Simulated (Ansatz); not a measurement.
CH5BGeO (`[BH2][GeH2][CH]=O`), relaxed with RKS PBE0-D4/def2-TZVP in Ansatz 0.2.0 from a PBE-D4/def2-SVP geometry. The force threshold is 0.005 eV/Å; the program also tests the step.

Charge 0, multiplicity 1.

Start:

```xyz
9

B    -0.158    1.028   -1.375
Ge    0.013    0.532    0.599
C     0.158   -1.519    0.642
O     1.212   -2.104    0.699
H     0.824    1.337   -2.019
H    -1.231    0.929   -1.937
H    -1.260    0.825    1.443
H     1.271    1.050    1.339
H    -0.829   -2.078    0.610
```

| step | energy (eV) | largest force (eV/Å) | largest move (Å) |
| --- | --- | --- | --- |
| 1 | -60347.8986 | 0.837 | 0.000 |
| 2 | -60347.9280 | 0.240 | 0.020 |
| 3 (rejected) | -60347.9174 | 0.543 | 0.064 |
| 4 | -60347.9320 | 0.123 | 0.032 |
| 5 | -60347.9322 | 0.078 | 0.046 |
| 6 | -60347.9333 | 0.033 | 0.027 |
| 7 | -60347.9336 | 0.028 | 0.014 |
| 8 | -60347.9337 | 0.018 | 0.020 |
| 9 | -60347.9338 | 0.026 | 0.029 |
| 10 | -60347.9339 | 0.032 | 0.015 |
| 11 (rejected) | -60347.9329 | 0.196 | 0.103 |
| 12 (rejected) | -60347.9283 | 0.228 | 0.051 |
| 13 | -60347.9341 | 0.003 | 0.023 |
| 14 | -60347.9341 | 0.057 | 0.054 |
| 15 | -60347.9342 | 0.043 | 0.009 |
| 16 | -60347.9342 | 0.030 | 0.002 |
| 17 | -60347.9342 | 0.024 | 0.008 |
| 18 | -60347.9343 | 0.016 | 0.026 |
| 19 | -60347.9343 | 0.015 | 0.021 |
| 20 | -60347.9343 | 0.016 | 0.013 |
| 21 | -60347.9343 | 0.019 | 0.005 |
| 22 | -60347.9343 | 0.020 | 0.003 |
| 23 | -60347.9343 | 0.011 | 0.004 |
| 24 | -60347.9343 | 0.006 | 0.004 |
| 25 | -60347.9343 | 0.004 | 0.002 |

End:

```xyz
9

B    -0.157    1.022   -1.374
Ge    0.054    0.501    0.599
C     0.130   -1.519    0.651
O     1.149   -2.135    0.764
H     0.724    1.552   -1.978
H    -1.165    0.743   -1.949
H    -1.201    0.872    1.415
H     1.311    1.019    1.309
H    -0.845   -2.056    0.561
```

Hardware: 4 threads of a server CPU on a shared host. Wall time 97 s, peak host memory 0.42 GiB.
